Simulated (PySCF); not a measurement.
# Working with the constants of RbMg⁺

RHF-CCSD(T) constants of RbMg⁺, ¹Σ⁺ (singlet), closed shell (basis Rb def2-SVP with ECP28, Mg def2-SVP; scalar-relativistic core potentials; PySCF 2.14; masses 84.9118 and 23.9850 u):

| Property | Result |
| --- | --- |
| ωe | 80.5 cm⁻¹ |
| ωexe | 0.789 cm⁻¹ |
| Be | 0.055186 cm⁻¹ |
| αe | 0.000574 cm⁻¹ |
| De to Rb⁺ + Mg | 0.257 eV |

**Question.** What force constant and bond length do these constants imply?

**Answer.** Reduced mass μred = 18.702 u; k = 5.8918×10⁻⁷·μred·ωe² (u, cm⁻¹, mdyn/Å) = 0.0714 mdyn/Å; Re = √(16.8576/(μred·Be)) (u, cm⁻¹, Å) = 4.041 Å.

**Question.** Estimate the centrifugal constant D from the Kratzer relation and find the Dunham coefficient a1.

**Answer.** D = 4Be³/ωe² = 1.04e-07 cm⁻¹; a1 = −1 − αeωe/(6Be²) = -3.53.

Correlated steps freeze 1 core orbital. The bond is weak. Basis-set superposition, not corrected here, can be much of De in a small basis, most of all at correlated wavefunction levels. For an ion De counts to the pair picked by the measured ionisation energies or electron affinities, which need not be the lowest pair at this level.
